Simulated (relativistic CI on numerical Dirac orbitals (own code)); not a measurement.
A reference radial Dirac CI calculation of Ce³⁺ gave the lowest total energy -8847.51175 Ha in 59 SCF steps, from this input:

```
atom Ce  Z=58  charge=3  electrons=55
nucleus A=140  rms_radius_fm=4.8771
hamiltonian dirac-coulomb  breit=on  qed=on  c_scale=1
orbitals kli  potential=per-configuration
slater_scale 1
correlation none
mixing on
grid step=0.0125 r_max=64.9
scf mixing=0.4 start=green max_iterations=150 tolerance=2e-08 node_fill=0.05
configurations
  [Xe] 4f
  [Xe] 5d
  [Xe] 6s
  [Kr] 4d10 4f 5s2 5p5 5d
  [Xe] 6p
end
```

One setting was then changed, and the output read:

```
SCF 1: [Xe] 4f
 iter      energy (Ha)   residual   last orbital (Ha)
    1     -8842.026683   2.04e+00     -2.68473
    2     -8857.585432   7.94e-01     -2.05653
    3     -8859.693234   2.05e-01     -1.92396
    4     -8859.786541   1.18e-01     -1.92788
    5     -8859.824873   7.13e-03     -1.94193
    6     -8859.824713   2.30e-03     -1.94993
    7     -8859.824452   6.17e-04     -1.95322
    8     -8859.824477   8.08e-05     -1.95395
    9     -8859.824469   1.42e-05     -1.95410
   10     -8859.824468   4.61e-07     -1.95414
   11     -8859.824468   2.92e-07     -1.95414
   12     -8859.824468   2.40e-08     -1.95414
   13     -8859.824468   3.99e-10     -1.95414
SCF 2: [Xe] 5d
 iter      energy (Ha)   residual   last orbital (Ha)
    1     -8843.650629   1.95e+00     -1.57663
    2     -8857.396749   8.04e-01     -1.19269
    3     -8859.545345   1.66e-01     -1.06840
    4     -8859.627460   3.67e-02     -1.09439
    5     -8859.629467   1.46e-02     -1.08752
    6     -8859.629171   2.60e-03     -1.08084
    7     -8859.629336   3.43e-04     -1.08227
    8     -8859.629321   1.61e-05     -1.08216
    9     -8859.629321   3.54e-06     -1.08215
   10     -8859.629321   5.62e-07     -1.08215
   11     -8859.629321   7.70e-09     -1.08215
SCF 3: [Xe] 6s
 iter      energy (Ha)   residual   last orbital (Ha)
    1     -8843.931274   1.94e+00     -1.15121
    2     -8857.243301   8.06e-01     -0.99546
    3     -8859.394932   1.63e-01     -0.93088
    4     -8859.473212   3.49e-02     -0.93375
      ... 19 steps not shown
SCF 5: [Xe] 6p
 iter      energy (Ha)   residual   last orbital (Ha)
    1     -8843.805995   1.94e+00     -0.91823
    2     -8857.070092   8.05e-01     -0.80185
    3     -8859.224733   1.64e-01     -0.75312
    4     -8859.302486   3.27e-02     -0.75281
    5     -8859.303963   1.40e-02     -0.75097
    6     -8859.303853   1.06e-03     -0.74825
    7     -8859.303917   2.99e-04     -0.74834
    8     -8859.303906   1.07e-05     -0.74830
    9     -8859.303908   8.89e-07     -0.74829
   10     -8859.303909   6.35e-07     -0.74829
   11     -8859.303909   2.25e-08     -0.74829
   12     -8859.303909   8.33e-09     -0.74829
orbital energies (Ha): 4p3/2 -8.6978  4d3/2 -5.2833  4d5/2 -5.1635  5s -2.6311  4f5/2 -1.3527  4f7/2 -1.3402  5p1/2 -2.0577  5p3/2 -1.9541
configuration averages (Ha): Dirac-Coulomb, Breit, QED
  4f 5p6                       -8859.824468    7.390026    0.000000
  5p6 5d                       -8859.629321    7.394088    0.000000
  5p6 6s                       -8859.474614    7.394713    0.000000
  4f 5p5 5d                    -8858.989696    7.388381    0.000000
  5p6 6p                       -8859.303909    7.394803    0.000000
levels: no., configuration, term, J, E (cm-1), weight
   1 4f 5p6                 2F*  5/2              0.0  1.00
   2 4f 5p6                 2F*  7/2           2127.2  1.00
   3 5p6 5d                 2D   3/2          40338.1  0.98
   4 5p6 5d                 2D   5/2          42581.3  0.98
   5 5p6 6s                 2S   1/2          78670.6  1.00
   6 5p6 6p                 2P*  1/2         113698.9  1.00
   7 5p6 6p                 2P*  3/2         117920.2  1.00
   8 4f 5p5 5d              4G   5/2         150728.8  0.96
   9 4f 5p5 5d              4G   7/2         153213.6  0.93
  10 4f 5p5 5d              4G   9/2         156013.6  0.90
  11 4f 5p5 5d              4F   3/2         158185.9  0.96
  12 4f 5p5 5d              4D   1/2         158432.7  0.96
  13 4f 5p5 5d              4D   3/2         158599.0  0.84
  14 4f 5p5 5d              4F   5/2         158791.5  0.65
lowest total energy -8852.439980 Ha
end: converged
```

Problem. Which setting was changed?
A. SCF tolerance
B. QED terms
C. grid step
D. configuration list

Solution. B. The QED terms off.
